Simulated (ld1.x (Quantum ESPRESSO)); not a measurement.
## An all-electron radial function and its pseudo partner (hafnium (Hf))

Columns: radius, all-electron u(r) and pseudo u(r) of the 5d shell (level -9.21 eV) of hafnium in the configuration [Kr] 4d10 4f14 5s2 5p6 5d2 6s1 6p0; PBE, scalar-relativistic, TM semilocal scheme, ld1.x (Quantum ESPRESSO) 7.5.

```tsv
r (bohr)	all-electron	pseudo
0.105	0.1848	0.0011
0.210	0.0265	0.0088
0.315	-0.2201	0.0284
0.420	-0.2879	0.0637
0.525	-0.2062	0.1155
0.630	-0.0564	0.1824
0.735	0.1071	0.2603
0.840	0.2575	0.3436
0.945	0.3845	0.4260
1.050	0.4859	0.5019
1.155	0.5631	0.5669
1.260	0.6192	0.6185
1.365	0.6576	0.6561
1.470	0.6814	0.6804
1.575	0.6935	0.6931
1.680	0.6966	0.6965
1.785	0.6925	0.6925
1.890	0.6829	0.6829
1.995	0.6692	0.6692
2.100	0.6525	0.6525
2.205	0.6335	0.6335
2.310	0.6129	0.6129
2.415	0.5913	0.5913
2.520	0.5691	0.5691
2.625	0.5464	0.5464
2.730	0.5237	0.5237
```

Task: How many radial nodes do the two functions have?

Result: The all-electron 5d function has n − l − 1 = 2; the pseudo-wave has 0, since the states of the same l below it are removed with the core.

Task: Is the pseudo-wave norm-conserving?

Result: Yes: the TM semilocal scheme keeps the norm inside the radius equal to the all-electron one, which fixes the energy derivative of the logarithmic derivative at the level.
